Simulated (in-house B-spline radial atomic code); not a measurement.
Inner-shell binding energies (edges) and X-ray emission energies of free atoms and ions, as differences of relaxed hole-state energies with first-order Breit, QED and recoil terms, without correlation or multiplet splittings, in NIST's listed ground configurations. For neutral atoms such line energies lie within some 1 to 5 eV of tabulated X-ray lines (up to 20 eV for the heaviest). K = 1s, L1 = 2s, L3 = 2p3/2, M3 = 3p3/2. A dash marks a subshell that is part filled or wasn't run, or a line left out. Computed with an all-electron radial atomic-structure program (B-spline basis): Dirac-Hartree-Fock, average of the configuration, finite nuclei.

```json
{"ion": "La", "configuration": "[Xe] 5d1 6s2", "K edge (eV)": "38936.1", "L1 edge (eV)": "6285.1", "K-L3 (eV)": "33439.3", "K-M3 (eV)": "37795.6"}
{"ion": "Ce+", "configuration": "[Xe] 4f1 5d2", "K edge (eV)": "40454.4", "L1 edge (eV)": "6568.46", "K-L3 (eV)": "34717", "K-M3 (eV)": "39253.2"}
{"ion": "Pr2+", "configuration": "[Xe] 4f3", "K edge (eV)": "42004.8", "L1 edge (eV)": "6856.99", "K-L3 (eV)": "36023.8", "K-M3 (eV)": "40745"}
{"ion": "Nd3+", "configuration": "[Xe] 4f3", "K edge (eV)": "43605.5", "L1 edge (eV)": "7171.05", "K-L3 (eV)": "37357.9", "K-M3 (eV)": "42265.2"}
```
